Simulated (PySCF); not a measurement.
Run record: EPR job, `CC[C](CC#N)B(O)O` [radical].

Computed with UKS B3LYP, pcH-1 on B C H N O, non-relativistic, mean-field spin-orbit, GIAO (PySCF 2.14.0). Geometry: GFN2-xTB. A driver script takes a list of jobs; this job's settings line and coordinates (Å) are shown.

Command:
```bash
OMP_NUM_THREADS=1 python probes_run.py task.json out
```

Input:
```
{"job": {"kind": "epr", "basis": "pcH-1"}, "charge": 0, "multiplicity": 2}
C     -2.168164    -0.275924    -0.028961
C     -0.839450    -0.484169     0.701144
C      0.376052    -0.078313    -0.063856
C      0.276163     1.128693    -0.947855
C     -0.170702     2.274675    -0.194573
N     -0.530449     3.162302     0.430525
B      1.741450    -0.780329     0.077666
O      2.783601    -0.316005    -0.669674
O      1.987616    -1.849262     0.899574
H     -2.982970    -0.670367     0.573836
H     -2.357503     0.780637    -0.199997
H     -2.165863    -0.797372    -0.984256
H     -0.876316     0.096462     1.634838
H     -0.751648    -1.536743     0.989065
H      1.257866     1.344573    -1.374912
H     -0.437640     0.968172    -1.765654
H      3.593091    -0.804173    -0.518745
H      1.256106    -2.156540     1.430179
```

Output:
```
UKS, coarse grid
  cycle   1  E = -425.88452561  |g| = 7.52e-01
  cycle   2  E = -425.49384119  |g| = 1.26e+00
  cycle   3  E = -426.07457283  |g| = 2.32e-01
  cycle   4  E = -426.09502932  |g| = 9.09e-02
  cycle   5  E = -426.09811179  |g| = 2.72e-02
  cycle   6  E = -426.09844192  |g| = 5.30e-03
  cycle   7  E = -426.09845734  |g| = 2.16e-03
  cycle   8  E = -426.09845928  |g| = 8.64e-04
UKS, final grid
  cycle   1  E = -426.09846846  |g| = 1.33e-03
  cycle   2  E = -426.09846703  |g| = 2.43e-03
  cycle   3  E = -426.09846907  |g| = 2.72e-04
  cycle   4  E = -426.09846910  |g| = 8.47e-05
  cycle   5  E = -426.09846911  |g| = 3.86e-05
  cycle   6  E = -426.09846911  |g| = 1.17e-05
E = -426.09846911 Eh   <S^2> = 0.7532 (exact 0.7500)
g shifts (ppm)      1          2          3
  rmc          -152       -152       -152
  gc             -4         32         28
  oz_so          17        738       1084
  total        -140        618        960
hyperfine (MHz)  atom isotope    a_iso     a_fc   dipolar eigenvalues
    0   13C      20.62      20.62     -2.47     -2.04      4.51
    1   13C     -28.05     -28.05     -2.42      1.11      1.31
    2   13C      70.81      70.81    -71.73    -71.36    143.09
    3   13C     -25.93     -25.93     -1.97      0.07      1.90
    4   13C      58.19      58.19     -2.47     -2.17      4.64
    5   14N       0.49       0.49     -0.83     -0.14      0.97
    6   11B     -29.01     -29.01     -6.27      1.00      5.27
    7   17O      -2.25      -2.25    -13.45      5.98      7.47
    8   17O      -3.19      -3.19    -10.78      5.10      5.68
    9    1H      -0.60      -0.60     -2.08     -1.57      3.65
   10    1H      -1.90      -1.90     -2.61     -2.06      4.66
   11    1H      -0.59      -0.59     -3.55     -2.14      5.68
   12    1H     132.29     132.29     -5.47     -2.96      8.43
   13    1H      23.27      23.27     -4.47     -3.92      8.39
   14    1H       2.51       2.51     -4.77     -3.93      8.70
   15    1H      92.97      92.97     -4.88     -3.52      8.41
   16    1H      -4.63      -4.63     -4.32     -2.71      7.02
   17    1H      -2.71      -2.71     -3.63     -0.85      4.48
```

rmc, gc and oz_so are the mass-correction, gauge-correction and orbital-Zeeman/spin–orbit parts of the g shift along its three principal axes; a_iso is the isotropic hyperfine coupling and a_fc its Fermi-contact part. Atoms in this output count from 0.

Q: How far is ⟨S²⟩ from the pure-spin value?

A: S = 0.5 gives S(S+1) = 0.75; the run has 0.7532, 0.0032 more.

Q: Get g_iso from the total shifts.

A: Their mean is 479 ppm; added to g_e = 2.002319 it gives 2.00280.

Main results: ⟨S²⟩ 0.753; g_iso 2.0028.

The structure is a single GFN2-xTB conformer in the gas phase; no vibrational or solvent corrections.

The run took 2.6 min of wall time (grids of density and orbitals included) on one thread of an Intel Xeon at 2.70 GHz, shared host with 64 logical CPUs at a one-minute load of 58, and the process peaked at 1.1 GiB of memory.
Labels such as C1 count atoms from 1, the log's own numbers from 0.
